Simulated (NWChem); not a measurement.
System: ZrNHCl2; SMILES [NH]=[Zr]([Cl])[Cl]

```xyz
5

Zr    -0.1852     0.0007    -0.0001
N     -1.5482     0.0026    -1.1586
H     -2.2534     0.0040    -1.8917
Cl     0.9614     2.0895     0.0755
Cl     0.9577    -2.0903     0.0729
```
Atoms are numbered in this order, from 1.

All runs: NWChem. Geometry: optimised at PBE0/def2-SVP. def2 effective core potentials on Zr; no spin-orbit coupling. Static field.

For level B3LYP/def2-SVPD:

| Item | Value |
|---|---|
| isotropic polarisability (bohr³) | 75.9 |
| anisotropy (bohr³) | 32.4 |

Problem. How do the values read with level PBE/def2-SVPD instead?

Solution. The isotropic polarisability (bohr³) is 78.7 and the anisotropy (bohr³) comes out as 35.1.
